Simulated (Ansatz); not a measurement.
CH$_{8}$Si$_{2}$, charge -1, doublet, geometry from GFN2-xTB (a state made from the parent by changing its charge; the spin is typed, not shown lowest) (a gas-phase anion, which may not be bound at this level); REVPBE/STO-3G (Ansatz, a quantum-chemistry and plane-wave program).

Input for Ansatz:
Ansatz 0.2 input:
```yaml
crystal:
  periodic: [false, false, false]
  atoms:
    - {symbol: Si, position_ang: [1.32183991, 0.74718455, 0.01854967]}
    - {symbol: C, position_ang: [0.30430492, -0.86294806, -0.15968353]}
    - {symbol: Si, position_ang: [-1.46548722, -0.31013726, 0.06153274]}
    - {symbol: H, position_ang: [2.81467254, 0.60115328, -0.11731227]}
    - {symbol: H, position_ang: [1.10494018, 1.22774988, -1.42593981]}
    - {symbol: H, position_ang: [1.33013140, 0.75533024, 1.55621130]}
    - {symbol: H, position_ang: [0.58124463, -1.60476522, 0.59180269]}
    - {symbol: H, position_ang: [0.45085996, -1.33123646, -1.13484887]}
    - {symbol: H, position_ang: [-1.86725681, 0.58529083, -1.04225929]}
    - {symbol: H, position_ang: [-1.68030811, 0.19309863, 1.43345575]}
    - {symbol: H, position_ang: [-2.54905090, -1.36759486, -0.02416202]}
basis:
  gaussian:
    orbitals: STO-3G
hamiltonian:
  xc: revpbe
total_charge: -1
magnetization: {spin_polarized: true, initial_magnetization: 1}
accuracy: high
```

It wrote (shortened):

```
Functional definition: revPBE
622 factors; integrals over basis functions are off by at most 1.5e-8 eV
mean field evaluation 1: about -16713.3012 eV, gradient 2.0e1 eV
mean field evaluation 2: about -16711.5624 eV, gradient 2.2e1 eV
mean field evaluation 4: about -16716.3177 eV, gradient 1.0e0 eV
mean field evaluation 8: about -16716.2266 eV, gradient 2.9e-2 eV
mean field evaluation 16: about -16716.2266 eV, gradient 5.9e-6 eV
mean field -16716.22660562 eV, -614.3099970912 hartree, gradient 5.8e-8 eV, S^2 0.751733; 0 other end points of the search recorded, 0 dependent functions left out
reference -16716.22660863 eV, -614.3099972017 hartree; 22, 21 occupied and 9, 10 virtual orbitals, 622 factors
Total energy: -16716.22660863 eV, -614.3099972017 hartree
```
